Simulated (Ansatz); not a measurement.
Reaction (formal hydrolysis of a Zr–C bond): `[CH3][Zr]([CH3])([Cl])[Cl]` + H₂O → `[CH3][Zr]([OH])([Cl])[Cl]` + CH₄

Gas-phase electronic energies from Ansatz, PBE0-D4/def2-TZVP geometries. CCSD(T)/CBS is the MP2 limit (def2-TZVPP, def2-QZVPP) plus CCSD(T) − MP2 in def2-TZVPP, frozen cores. This one scheme is used for every species. Functionals use def2-TZVPP. B3LYP here is the variant with VWN-RPA as its local correlation; programs differ in this. HSE06 is defined as in plane-wave codes. Elements past krypton have def2 core potentials. For Zr outer-core shells are correlated without core-valence functions, which leaves a few kJ/mol of doubt a bond. Each species was taken in one conformer, which may not be the lowest.

`[CH3][Zr]([CH3])([Cl])[Cl]`:

Cartesian coordinates in Å:
```
C 1.039 -1.441 -0.197
Zr -0.508 -0.182 0.707
C -0.520 1.628 -0.525
Cl -2.576 -1.257 0.475
Cl 0.173 0.395 2.874
H 2.009 -0.930 -0.174
H 0.791 -1.656 -1.244
H 1.146 -2.397 0.328
H -1.253 2.360 -0.168
H 0.468 2.103 -0.513
H -0.768 1.380 -1.564
```

H₂O:

Cartesian coordinates in Å:
```
O 0.145 0.272 0.238
H -0.628 0.342 -0.327
H 0.483 -0.614 0.089
```

`[CH3][Zr]([OH])([Cl])[Cl]`:

```xyz
9

C     1.013   -0.413   -0.892
Zr   -0.259    0.345    0.727
O    -2.026    0.034    0.132
Cl    0.284   -0.915    2.636
Cl    0.233    2.634    0.933
H     0.811    0.116   -1.830
H     0.839   -1.482   -1.059
H     2.070   -0.273   -0.639
H    -2.966   -0.047   -0.010
```

CH₄:

```xyz
5

C     0.000    0.000    0.000
H     0.763   -0.763   -0.153
H     0.436    0.986   -0.155
H    -0.386   -0.071    1.017
H    -0.814   -0.153   -0.708
```

```tsv
level	ΔE (kcal/mol)	difference from CCSD(T)/CBS
LDA (SPW92)	-46.0	-1.1
PBE-D4	-44.9	0.0
revPBE-D4	-44.4	0.5
BLYP-D4	-46.8	-1.9
r2SCAN-D4	-46.4	-1.5
B97M-V	-46.9	-2.0
PBE0-D4	-44.7	0.2
r2SCANh-D4	-46.1	-1.2
r2SCAN0-D4	-45.8	-0.9
HSE06-D4	-44.6	0.3
BHLYP-D4	-47.1	-2.2
CAM-B3LYP-D4	-48.3	-3.4
ωB97X-V	-47.2	-2.3
ωB97M-V	-46.3	-1.4
B2PLYP	-47.6	-2.7
PBE-QIDH	-45.9	-1.0
revPBE	-45.1	-0.2
BLYP	-47.7	-2.8
r2SCAN	-46.6	-1.7
PBE0	-45.2	-0.3
B3LYP	-47.5	-2.6
r2SCANh	-46.3	-1.4
r2SCAN0	-46.1	-1.2
HSE06	-45.1	-0.2
BHLYP	-47.9	-3.0
CAM-B3LYP	-48.9	-4.0
LC-ωPBE	-47.8	-2.9
HF/def2-SVP	-52.5	-7.6
MP2/def2-SVP	-53.2	-8.3
CCSD/def2-SVP	-52.2	-7.3
CCSD(T)/def2-SVP	-52.5	-7.6
HF/def2-TZVPP	-48.6	-3.7
MP2/def2-TZVPP	-46.2	-1.3
CCSD/def2-TZVPP	-45.7	-0.8
CCSD(T)/def2-TZVPP	-45.7	-0.8
HF/def2-QZVPP	-48.5	-3.6
MP2/def2-QZVPP	-45.7	-0.8
HF/CBS(def2)	-48.5	-3.6
MP2/CBS(def2)	-45.4	-0.5
CCSD/CBS(def2)	-44.9	0.0
CCSD(T)/CBS	-44.9	0
```

Largest T1 diagnostic among the species: 0.015.

Leaving LDA and LC-ωPBE aside and taking each functional with its dispersion term where it has one, the values spread over 3.9 kcal/mol, from CAM-B3LYP-D4 to revPBE-D4. In def2-TZVPP, CCSD(T) changes the Hartree–Fock value by +2.9 kcal/mol (the triples alone add −0.0 kcal/mol) and MP2 by +2.4 kcal/mol. The D4 term adds +0.8 kcal/mol with B3LYP and +0.5 kcal/mol with PBE0; it sums over pairs of atoms, weighted by their polarisabilities, and B3LYP, whose exchange is more repulsive, gets the larger term.

CCSD(T)/CBS has its own doubt, a few kJ/mol and more with outer-core shells, so smaller differences from it don't rank the levels.
